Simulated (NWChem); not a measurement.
System: SeBrCl; SMILES Cl[Se]Br

Here is an NWChem input.

```
start job
memory heap 200 mb stack 900 mb global 1100 mb
geometry units angstroms noautoz
  Se     0.744583    -0.581365     0.000000
  Cl    -0.980607    -1.905136     0.000000
  Br    -0.241467     1.510552     0.000000
end
basis spherical
  * library def2-svp
end
dft
  xc xtpss03 ctpss03
  iterations 150
  mulliken
end
task dft energy
```

Structure relaxed at the PBE0/def2-SVP level.

### Question
Give the results of this calculation. (TPSS/def2-SVP.) Quantities: energy (Ha); highest occupied level (eV); orbital gap (eV); dipole (D).

### Answer
```json
{
  "energy (Ha)": "-5435.04",
  "highest occupied level (eV)": "-5.76",
  "orbital gap (eV)": "2.11",
  "dipole (D)": "0.91"
}
```
